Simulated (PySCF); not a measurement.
**Simulated absorption spectrum**

Species: C5H8NP.
Geometry (GFN2-xTB, Å), atoms numbered from 1 in this order:
```xyz
15
C5H8NP angstrom
C     -2.051    0.924   -0.176
C     -0.639    0.397   -0.223
C     -0.415   -1.036   -0.622
P     -0.060   -0.699    1.156
C      1.812   -0.384    1.110
C      2.325    0.013   -0.161
N      2.713    0.329   -1.191
H     -2.720    0.187    0.265
H     -2.106    1.836    0.415
H     -2.400    1.146   -1.184
H      0.087    1.113   -0.598
H      0.415   -1.263   -1.278
H     -1.297   -1.634   -0.813
H      2.302   -1.311    1.426
H      2.028    0.391    1.852
```

Computed with TDDFT wB97X-D/def2-SVPD, vertical, gas phase, core orbitals frozen in the response (PySCF 2.14.0, density-fitted response routines).

Computed states:

```json
{"state": "S1", "E (eV)": "6.58", "f": "0.010"}
{"state": "S2", "E (eV)": "6.70", "f": "0.075"}
{"state": "S3", "E (eV)": "6.83", "f": "0.034"}
{"state": "S4", "E (eV)": "7.24", "f": "0.117"}
{"state": "S5", "E (eV)": "7.51", "f": "0.151"}
{"state": "S6", "E (eV)": "7.57", "f": "0.0081"}
{"state": "S7", "E (eV)": "7.74", "f": "0.025"}
{"state": "S8", "E (eV)": "7.90", "f": "0.033"}
```

Broadening: Gaussians 0.25 eV wide at half height, area fixed by f = 4.319×10⁻⁹ ∫ε dν̃. The width is an assumption, not a result. The curve ends short of the highest state used, and states not computed would add to its high-energy end.

Question: What does the envelope look like, and where are its maxima?

Answer: 
| λ (nm) | ε (L mol⁻¹ cm⁻¹) |
| --- | --- |
| 169.9 | 13136 |
| 170.4 | 13346 |
| 171.0 | 13299 |
| 171.5 | 12898 |
| 172.1 | 11944 |
| 172.6 | 10803 |
| 173.2 | 9158 |
| 173.7 | 7692 |
| 174.3 | 5990 |
| 174.8 | 4730 |
| 175.3 | 3685 |
| 175.9 | 2764 |
| 176.4 | 2286 |
| 177.0 | 2049 |
| 177.5 | 2110 |
| 178.1 | 2457 |
| 178.6 | 2945 |
| 179.2 | 3727 |
| 179.7 | 4508 |
| 180.3 | 5551 |
| 180.8 | 6468 |
| 181.4 | 7566 |
| 181.9 | 8431 |
| 182.4 | 9205 |
| 183.0 | 9957 |
| 183.5 | 10394 |
| 184.1 | 10653 |
| 184.6 | 10630 |
| 185.2 | 10320 |
| 185.7 | 9844 |
| 186.3 | 9056 |
| 186.8 | 8264 |
| 187.4 | 7216 |
| 187.9 | 6313 |
| 188.5 | 5248 |
| 189.0 | 4414 |
| 189.5 | 3651 |
| 190.1 | 2847 |
| 190.6 | 2275 |
| 191.2 | 1705 |
| 191.7 | 1320 |
| 192.3 | 953 |
| 192.8 | 715 |
| 193.4 | 497 |
| 193.9 | 362 |
| 194.5 | 242 |
| 195.0 | 170 |
| 195.6 | 110 |
| 196.1 | 74 |
| 196.6 | 50 |
| 197.2 | 30 |
| 197.7 | 19 |
| 198.3 | 11 |
| 198.8 | 7 |
| 199.4 | 4 |
| 199.9 | 2 |

Maxima: 184 nm (6.73 eV), ε about 11000, made up of S2 (74%) and S3 (22%); 171 nm (7.27 eV), ε about 13000, made up of S4 (92%) (ε in L mol⁻¹ cm⁻¹; maxima over ε = 5, shares over 10%).

Question: What would ε be at 7.27 eV, the highest of these maxima, with half the width (0.125 eV)?

Answer: About 22300 L mol⁻¹ cm⁻¹ against 13400, a factor of about 1.7; a lone state at its own centre would give exactly 2.

Question: Coming from long wavelengths, where does ε first pass 100 L mol⁻¹ cm⁻¹?

Answer: At about 196 nm (6.34 eV), 0.24 eV below S1.

Question: On this curve, what absorbance would a 10⁻⁴ mol/L sample give at 193 nm over a 1 cm path?

Answer: 193 nm is 6.424 eV, where ε is about 630 L mol⁻¹ cm⁻¹, so A = ε c l ≈ 0.063 (Beer–Lambert, with the gas-phase spectrum and the assumed width).

One conformer stands for the species.
